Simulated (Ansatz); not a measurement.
The cluster Ge₃F₆. Charge 0, multiplicity 1. Geometry PBE-D4/def2-SVP; atoms count from 1.

```csv
atom,x (Å),y (Å),z (Å)
Ge1,1.3962,-0.9587,-1.1915
Ge2,-0.4469,-0.2641,2.0858
Ge3,-0.9435,1.6600,-1.0552
F4,-1.9985,-1.0278,1.7205
F5,-1.4847,-0.0027,-1.4294
F6,0.4686,-1.1504,0.5610
F7,2.9305,-0.5792,-0.3899
F8,-0.8324,1.3053,0.8876
F9,0.9108,1.0175,-1.1889
```

The structure comes from a short search, and lower isomers may exist.

(1) Estimate the Mulliken populations from the PBE0/def2-TZVP orbitals of Ansatz.

(2) And the Mayer bond orders between heavy atoms (over 0.3)?

Results:

(1) 
| atom | charge (e) |
| --- | --- |
| Ge1 | 0.83 |
| Ge2 | 0.83 |
| Ge3 | 0.81 |
| F4 | -0.38 |
| F5 | -0.40 |
| F6 | -0.43 |
| F7 | -0.39 |
| F8 | -0.44 |
| F9 | -0.43 |
Mulliken values depend strongly on the basis.

(2) Ge1–F6 0.42 (1.99 Å); Ge1–F7 0.93 (1.77 Å); Ge1–F9 0.38 (2.03 Å); Ge2–F4 0.94 (1.77 Å); Ge2–F6 0.42 (1.99 Å); Ge2–F8 0.40 (2.01 Å); Ge3–F5 0.88 (1.79 Å); Ge3–F8 0.45 (1.98 Å); Ge3–F9 0.47 (1.97 Å).
